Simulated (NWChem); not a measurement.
Species: C$_{3}$H$_{4}$Se; SMILES [SeH]CC#C

```xyz
8

C      0.5725     2.7842     0.0002
C     -0.1326     1.7999    -0.0001
C     -0.9595     0.6122    -0.0004
Se     0.1791    -1.0025    -0.0001
H      1.1921     3.6619     0.0006
H     -1.5995     0.5880    -0.8945
H     -1.5996     0.5878     0.8937
H     -0.9640    -1.9310     0.0061
```
Atoms are numbered in this order, from 1.

Computed with NWChem. Pople sets run with spherical d functions. All runs use the structure optimised with PBE0/def2-SVP.

For level revPBE/6-31G*:

| Quantity | Result |
|---|---|
| highest occupied level (eV) | -5.31 |

**Question.** How do the values read with level OLYP/6-31G* instead?

**Answer.** 
| Quantity | Value |
|---|---|
| highest occupied level (eV) | -5.21 |
